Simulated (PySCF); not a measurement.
Computed shifts of a molecule C4H8OSi, PBE/pcSseg-1 in PySCF, GIAO, gas phase, atoms alike by connectivity averaged where their shifts nearly agree, in ppm (number of nuclei): ¹³C: 156.8 (1), 149.0 (1), 137.1 (1), 127.7 (1). ²⁹Si: -23.1 (1). ¹H: 7.08 (1), 6.77 (1), 6.12 (1), 5.79 (2), 5.74 (1), 5.55 (1), 0.68 (1). References: ¹³C against TMS (σ = 182.0 ppm); ²⁹Si against TMS (σ = 335.4 ppm); ¹⁷O against H2O (σ = 334.3 ppm); ¹H against TMS (σ = 31.49 ppm), references at their B3LYP-D3(BJ)/def2-TZVP geometries, non-relativistic. The structure is a stationary point at ωB97X-D3(BJ)/def2-SVP. Other conformers were not sampled.

**Question.** Pick the molecule that these values belong to.
(A) C=C/C=C/[SiH2]O
(B) O=C1CC[C@@H]1[SiH3]
(C) [SiH3][C@@H]1CC=CO1
(D) C=C=CO[SiH2]C

**Answer.** A, C=C/C=C/[SiH2]O
